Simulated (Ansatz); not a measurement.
Molecule: sum formula HSiO2F2, charge -1, multiplicity 1. It need not be the lowest isomer of its formula. Whether it binds its extra electron was not tested at this geometry. SMILES: [O-][Si](F)(F)O
Geometry from a B3LYP-D3(BJ)/def2-TZVP (Ansatz, a first-principles code) optimisation:
```xyz
6

Si    -0.0781     0.1162    -0.0301
F     -0.2907    -0.4516     1.4848
F     -0.5195    -1.2148    -0.8646
O     -0.7785     1.4415    -0.3924
O      1.5952     0.1073    -0.1903
H      1.8512     0.9805    -0.4988
```
Charge -1, spin multiplicity 1.

Parts of the frozen-core correlation energy in aug-cc-pV(T+d)Z (Ansatz, hartree). Frozen orbitals: 9; correlated occupied orbitals by spin: 16 and 16; virtual: 237 and 237. Spin-orbit coupling is left out. No relativistic terms.

| term | value |
|---|---|
| reference (HF) | -638.56702 |
| MP2 opposite-spin | -0.84047 |
| MP2 same-spin | -0.30007 |
| CCSD correlation | -1.13511 |
| (T) | -0.04142 |
| T1 diagnostic | 0.014 |
| largest doubles amplitude | 0.015 |
